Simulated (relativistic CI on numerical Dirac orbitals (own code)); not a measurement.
# Mo²⁺ (4d4) in a crystal field

Calculated by Dirac-Coulomb-Breit CI, separate exchange-only KLI orbitals for each configuration, model QED, valence Slater integrals scaled by 0.7, one configuration in a parametric crystal field (own radial code).

Field parameters in Wybourne normalisation: D4h B²₀ = −7Ds, B⁴₀ = 21(Dq − Dt), B⁴₄ = 21√(5/14) Dq. The field is a parameter set, without covalency.

S and J are read from ⟨S²⟩ = S(S + 1) and ⟨J²⟩ = J(J + 1) of each level; they are not fictitious spins.

D4h, 10Dq = 18450, Ds = -1500, Dt = 170 cm⁻¹, the lowest 16 levels:

```tsv
E (cm⁻¹)	Degeneracy	Irrep	S	J
0.0	1	A1	1.02	4.03
89.7	2	E	1.02	4.04
4871	1	A1	1.09	4.06
4950	1	A2	1.02	4.24
5066	1	B2	1.35	3.66
5118	1	B1	1.45	3.50
5128	2	E	1.26	3.81
5767	1	A1	1.94	3.06
5844	2	E	1.82	3.24
5887	1	B2	1.60	3.49
5975	1	B1	1.62	3.39
6734	1	B2	0.47	4.38
7251	1	B1	0.18	4.61
10764	1	A1	0.21	4.36
10813	1	B1	1.99	2.97
10821	2	E	1.98	2.97
```

D4h, 10Dq = 18450, Ds = -1090, Dt = 170 cm⁻¹, the lowest 10 levels:

```csv
E (cm⁻¹),Degeneracy,Irrep,S,J
0.0,1,A1,1.02,4.05
98.3,2,E,1.02,4.05
3753,1,A1,1.03,4.10
3781,1,A2,1.03,4.22
4072,2,E,1.05,3.99
4207,1,B2,1.07,3.85
4232,1,B1,1.10,3.76
5768,1,A1,1.98,2.97
5778,2,E,1.97,3.00
5782,1,B2,1.91,3.10
```

D4h, 10Dq = 18450, Ds = -680, Dt = 170 cm⁻¹, the lowest 10 levels:

| E (cm⁻¹) | Degeneracy | Irrep | S | J |
| --- | --- | --- | --- | --- |
| 0.0 | 1 | A1 | 1.02 | 4.08 |
| 116 | 2 | E | 1.02 | 4.07 |
| 2619 | 1 | A2 | 1.03 | 4.21 |
| 2630 | 1 | A1 | 1.03 | 4.07 |
| 2948 | 2 | E | 1.02 | 4.00 |
| 3159 | 1 | B2 | 1.02 | 3.87 |
| 3160 | 1 | B1 | 1.04 | 3.79 |
| 5789 | 1 | B2 | 1.97 | 3.02 |
| 5792 | 1 | B1 | 1.98 | 3.00 |
| 5807 | 2 | E | 1.98 | 2.97 |

The free-ion ground term has S = 2. The field overcomes the spin-pairing energy for D4h, 10Dq = 18450, Ds = -1500, Dt = 170 cm⁻¹; D4h, 10Dq = 18450, Ds = -1090, Dt = 170 cm⁻¹; D4h, 10Dq = 18450, Ds = -680, Dt = 170 cm⁻¹, where the ground state has lower spin; these fields are assumed values.

Levels of this model without a field, named by their leading LS term (the scale mimics covalency, so terms lie below those of the real free ion): 5D_0 0, 5D_1 216, 5D_2 600, 5D_3 1104, 5D_4 1695, 3H_4 10886, 3P_0 10935, 3H_5 11388 cm⁻¹.
